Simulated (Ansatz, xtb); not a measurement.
**GeH5NP: where a starting geometry ends**

The starting geometry of this gas-phase doublet was built from a drawn formula by distance geometry and a force field; its bonds are those of `[NH]1[PH2][GeH2]1`.

```
atom    x (Å)    y (Å)    z (Å)
  Ge   0.3799  -2.0943  -0.7321
   N   0.6212  -0.8231   0.5681
   P  -0.8891  -0.3367  -0.0964
   H   0.3873  -1.2684   1.4757
   H  -0.7169   0.8925  -0.8647
   H  -2.0023  -0.5801   0.6789
   H   1.3559  -1.8211  -1.9156
   H  -0.0146  -3.4241  -0.1629
```

Problem. Where would you expect an optimisation with r2SCAN-D4/def2-SVP to take it?

Solution. A bond breaks, leaving `P[NH][GeH2]`. Contacts that open: Ge1–P3 (2.26 → 3.14 Å).

The energy falls by 2.93 eV over 15 steps:

| step | E − E(last) (eV) |
| --- | --- |
| 1 | 2.926 |
| 3 | 1.092 |
| 4 | 0.649 |
| 6 | 0.282 |
| 7 | 0.218 |
| 9 | 0.106 |
| 10 | 0.048 |
| 12 | 0.006 |
| 13 | 0.000 |
| 15 | 0.000 |

Final geometry (Å):

```yaml
atoms:
  - { symbol: Ge, position_ang: [0.4069, -2.7165, -0.7399] }
  - { symbol: N, position_ang: [-0.1140, -1.2389, 0.2438] }
  - { symbol: P, position_ang: [-0.9270, 0.1117, -0.4589] }
  - { symbol: H, position_ang: [-0.1763, -1.3697, 1.2528] }
  - { symbol: H, position_ang: [-0.3943, 1.1633, 0.3597] }
  - { symbol: H, position_ang: [-2.1680, 0.1128, 0.2680] }
  - { symbol: H, position_ang: [0.9548, -2.1459, -2.0709] }
  - { symbol: H, position_ang: [1.5394, -3.3719, 0.0964] }
```

From the same start GFN2-xTB reaches the same bonding as this run.

The end wasn't checked by frequencies. Open shells are spin-unrestricted. Run with Ansatz 0.2.0, 39 s on 2 threads of Intel(R) Xeon(R) 6975P-C (Granite Rapids), on a shared host.
